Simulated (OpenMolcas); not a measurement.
An atom or ion with 21 electrons was computed by XMS-CASPT2, IPEA 0.25 Eh, imaginary shift 0.1 Eh with spin-orbit coupling (OpenMolcas, ANO-RCC-VTZP, DKH2). The lowest levels that the run gave, each within 12 % of the measured value where one is at hand:

```
  J  Parity  E (cm-1)      g
3/2    even       0.0  0.400
5/2    even       990  1.029
7/2    even      2300  1.238
9/2    even      3860  1.333
1/2    even     24260  2.636
3/2    even     24530  1.715
5/2    even     25850  1.600
7/2    even     27270  0.889
9/2    even     28510  1.104
3/2    even     34200  1.124
1/2    even     34700  0.700
9/2    even     37490  0.917
```

Which ion is it, and what are the configurations and terms?

Ni⁷⁺ (Z = 28, charge +7; active space 3 electrons in 10 orbitals (3d 4d)). J, parity and g give the terms where levels are pure, and mixed ones are named by the computed weights; the size of the splittings, set against known spectra of the 21-electron sequence, gives the charge. In order, with the measured energies in cm-1 (Corliss and Sugar, J. Phys. Chem. Ref. Data 10, 197 (1981)): 3d3 4F 3/2, 3d3 4F 5/2 (1012), 3d3 4F 7/2 (2184), 3d3 4F 9/2 (3721), 3d3 4P 1/2 (23261), 3d3 4P 3/2 (23710), 3d3 4P 5/2 (24669), 3d3 2G 7/2, 3d3 2G 9/2, 3d3 2P 3/2 [54 %], 3d3 2P 1/2, 3d3 2H 9/2.

CASPT2 does not keep the components of a term degenerate, so their means are used; among the terms shown or strongly mixed into the levels shown the widest spread is 620 cm-1 (3d3 2H). Active for correlation alone: 4d; no level in the range computed is led by a configuration that fills it, so any true level of that kind is missing. The CASPT2 spread within a term exceeds the gap to the next term for 3d3 2D(1) and 3d3 2H, so the order of their levels is uncertain. Measured partners are found by configuration, term and J. A level has none where our copy of the source lacks it or the pairing is in doubt (some pairs that miss far off the trend of their configuration count as doubtful), and it then counts in no deviation. Levels of configurations outside the active space are missing.

A share in square brackets marks a mixed level and gives the weight of the term that names it. A number in round brackets counts repeated terms of one configuration in the order of the reference energies.
